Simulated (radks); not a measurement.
Problem. The table gives one normalised radial function P(r) = r R(r) of La3+ in [Kr] 4d10 5s2 5p5 6f1 (r in bohr). All-electron calculation, scalar-relativistic Kohn-Sham, LDA (Slater exchange, Perdew-Wang correlation), spin-unpolarised, spherical densities, point nucleus. Program: a radial shooting solver on a logarithmic mesh with Libxc functionals.

r              P
0.001689   0.0042
0.002326   0.0073
0.003229   0.0130
0.004447   0.0225
0.006173   0.0394
0.008502   0.0670
0.0118     0.1129
0.01625    0.1817
0.02238    0.2784
0.03107    0.3996
0.04279    0.5070
0.0594     0.5311
0.0818     0.3682
0.1136    -0.0480
0.1564    -0.5636
0.2171    -0.7963
0.2989    -0.3449
0.4117     0.6256
0.5715     1.3481
0.787      1.2210
1.093      0.6068
1.505      0.1682
2.089      0.0215
2.876      0.0011
3.993      0.0000
5.499      0.0000
7.572      0.0000
10.51      0.0000
14.48      0.0000
20.1       0.0000

Which n and l does it have? It may be an empty orbital.

Solution. n = 4, l = 1: the number of nodes gives n - l - 1 = 2, the rise at small r (about r^(l+1), flatter next to the nucleus through relativity) gives l, and the extent must fit the shell. The curve is that of 4p. 4p: eigenvalue -232.91 eV, 2 radial nodes at r = 0.110, 0.338 bohr, <r> = 0.693 bohr, 90 % of the charge inside 1.01 bohr.
